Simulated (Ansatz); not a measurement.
The same path of C₃H₁₂N₂Si (18 atoms, charge 0, multiplicity 1) was run twice with different band settings. The coordinate that changes most is the dihedral C1–C2–C3–Si4.

These are results of Ansatz 0.2.0, RKS PBE-D4/STO-3G, not measurements.

Relaxed end points:

```xyz
18
Properties=species:S:1:pos:R:3
C -1.952 -1.995 -0.159
C -0.835 -1.126 0.490
C -0.517 0.157 -0.339
Si 0.924 1.138 0.409
N 1.349 2.649 -0.484
N 2.310 0.003 0.473
H -2.891 -1.418 -0.253
H -1.649 -2.328 -1.169
H -2.156 -2.892 0.456
H 0.090 -1.732 0.594
H -1.149 -0.838 1.515
H -0.271 -0.140 -1.377
H -1.424 0.788 -0.398
H 0.629 1.550 1.775
H 1.159 2.485 -1.518
H 0.606 3.373 -0.242
H 3.152 0.559 0.809
H 2.587 -0.220 -0.530
```

```xyz
18
Properties=species:S:1:pos:R:3
C -0.694 -2.005 0.555
C -0.547 -1.324 -0.836
C -0.923 0.193 -0.793
Si 0.178 1.255 0.328
N 1.319 2.155 -0.738
N 1.118 0.221 1.459
H -0.063 -1.447 1.284
H -1.748 -1.976 0.890
H -0.371 -3.061 0.510
H -1.192 -1.836 -1.581
H 0.500 -1.437 -1.189
H -0.887 0.600 -1.823
H -1.974 0.284 -0.456
H -0.631 2.118 1.196
H 0.778 2.483 -1.592
H 1.570 3.075 -0.268
H 1.569 0.855 2.184
H 1.961 -0.142 0.923
```

Common settings: movable images 5; climbing image yes; spring 5.0 eV/Å²; optimiser quadratic models (default); start path IDPP; iteration limit 60; end points relaxed.

| run | force threshold |
| --- | --- |
| 1 | 0.03 eV/Å |
| 2 | 0.5 eV/Å |

**Question.** What does each run give, and how far can it be trusted?

**Answer.** Run 1: converged after 14 iterations, highest image 0.127 eV above the first end. The profile has 2 maxima (images 3, 5) with wells between them (image 4): this band takes more than one step, which may be the mechanism or a detour left from its start path. A vibrational analysis at the climbing image gives one clearly imaginary mode, 87i cm⁻¹: a first-order saddle point.
Run 2: converged after 3 iterations, highest image 0.156 eV above the first end. The threshold of 0.5 eV/Å is loose, so the images may lie well off the minimum-energy path. The order of the stationary point at the top wasn't checked.
Limits of this set-up: minimal basis.
